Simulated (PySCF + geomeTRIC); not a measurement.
Calculation: CAM-B3LYP-D3(BJ)/def2-TZVP in PySCF + geomeTRIC. fastk is a local helper that only speeds up exchange builds. No frequencies were computed at this level.

```python
import json, numpy as np
from pyscf import gto, dft
from fastk import lowrank_exchange
atoms = """
S     -1.344890    -1.160168     0.649811
In     0.038650     0.615056    -0.242948
S      2.369860     0.026948    -0.389727
H     -2.464242    -0.455379     0.567868
H     -0.659337     2.135050    -0.706064
H      2.059959    -1.161506     0.121061
"""
def scf(charge, spin, dm0=None):
    mol = gto.M(atom=atoms, basis='def2-tzvp', ecp={'In': 'def2-tzvp'}, charge=charge, spin=spin, verbose=3, max_memory=5040)
    mf = dft.KS(mol, xc='cam-b3lyp').density_fit(auxbasis="def2-universal-jkfit")
    mf.disp = 'd3bj'
    mf.grids.level = 3
    mf.conv_tol = 1e-8
    mf.max_cycle = 60
    mf.kernel(dm0)
    if not mf.converged:
        mf = mf.newton().run(mf.mo_coeff, mf.mo_occ).undo_soscf()
    return mf
mf = scf(0, 0)
from pyscf.geomopt.geometric_solver import kernel as optimize
path = []
done, mol = optimize(mf, maxsteps=80, assert_convergence=False, callback=lambda env: path.append((env["energy"], bool(env["g_scanner"].converged))))
res = dict(converged=bool(done and path[-1][1]), energy=path[-1][0], path=[e for e, c in path], xyz=mol.atom_coords(unit="Angstrom").tolist(), nao=mol.nao)
json.dump(res, open("result.json", "w"))
```

Output:

```
converged SCF energy = -988.408085028234
Geometry optimization cycle 1
converged SCF energy = -988.408085028252
cycle 1: E = -988.408085028  dE = -988.408  norm(grad) = 0.0219163
Geometry optimization cycle 2
converged SCF energy = -988.409538736804
cycle 2: E = -988.409538737  dE = -0.00145371  norm(grad) = 0.00405815
Geometry optimization cycle 3
converged SCF energy = -988.409693388888
cycle 3: E = -988.409693389  dE = -0.000154652  norm(grad) = 0.00187113
Geometry optimization cycle 4
converged SCF energy = -988.40974215486
cycle 4: E = -988.409742155  dE = -4.8766e-05  norm(grad) = 0.00140907
Geometry optimization cycle 5
converged SCF energy = -988.409757397391
cycle 5: E = -988.409757397  dE = -1.52425e-05  norm(grad) = 0.00104299
Geometry optimization cycle 6
converged SCF energy = -988.40976363713
cycle 6: E = -988.409763637  dE = -6.23974e-06  norm(grad) = 0.000247797
Geometry optimization cycle 7
converged SCF energy = -988.409764162974
cycle 7: E = -988.409764163  dE = -5.25844e-07  norm(grad) = 8.75761e-05
Geometry optimization cycle 8
converged SCF energy = -988.409764206431
cycle 8: E = -988.409764206  dE = -4.3457e-08  norm(grad) = 0.000106968
<class 'geometric.internal.Distance'> : 5
<class 'geometric.internal.Angle'> : 4
<class 'geometric.internal.OutOfPlane'> : 1
<class 'geometric.internal.Dihedral'> : 4
<class 'geometric.internal.TranslationX'> : 1
<class 'geometric.internal.TranslationY'> : 1
<class 'geometric.internal.TranslationZ'> : 1
<class 'geometric.internal.RotationA'> : 1
<class 'geometric.internal.RotationB'> : 1
<class 'geometric.internal.RotationC'> : 1
Step    0 : Gradient = 8.947e-03/1.226e-02 (rms/max) Energy = -988.4080850283
Step    1 : Displace = 3.476e-02/5.430e-02 (rms/max) Trust = 1.000e-01 (=) Grad = 1.657e-03/2.710e-03 (rms/max) E (change) = -988.4095387368 (-1.454e-03) Quality = 0.998
Step    2 : Displace = 2.430e-02/4.552e-02 (rms/max) Trust = 1.414e-01 (+) Grad = 7.639e-04/1.103e-03 (rms/max) E (change) = -988.4096933889 (-1.547e-04) Quality = 1.321
Step    3 : Displace = 1.815e-02/2.951e-02 (rms/max) Trust = 2.000e-01 (+) Grad = 5.753e-04/1.177e-03 (rms/max) E (change) = -988.4097421549 (-4.877e-05) Quality = 1.223
Step    4 : Displace = 6.677e-03/1.270e-02 (rms/max) Trust = 2.828e-01 (+) Grad = 4.258e-04/6.931e-04 (rms/max) E (change) = -988.4097573974 (-1.524e-05) Quality = 1.341
Step    5 : Displace = 5.289e-03/1.007e-02 (rms/max) Trust = 3.000e-01 (+) Grad = 1.012e-04/1.390e-04 (rms/max) E (change) = -988.4097636371 (-6.240e-06) Quality = 1.084
Step    6 : Displace = 2.573e-03/4.458e-03 (rms/max) Trust = 3.000e-01 (=) Grad = 3.575e-05/4.456e-05 (rms/max) E (change) = -988.4097641630 (-5.258e-07) Quality = 0.860
Step    7 : Displace = 9.485e-04/1.748e-03 (rms/max) Trust = 3.000e-01 (=) Grad = 4.367e-05/6.006e-05 (rms/max) E (change) = -988.4097642064 (-4.346e-08) Quality = 0.206
Converged! =D
```

Cost: about 120 core-seconds (a rough figure).
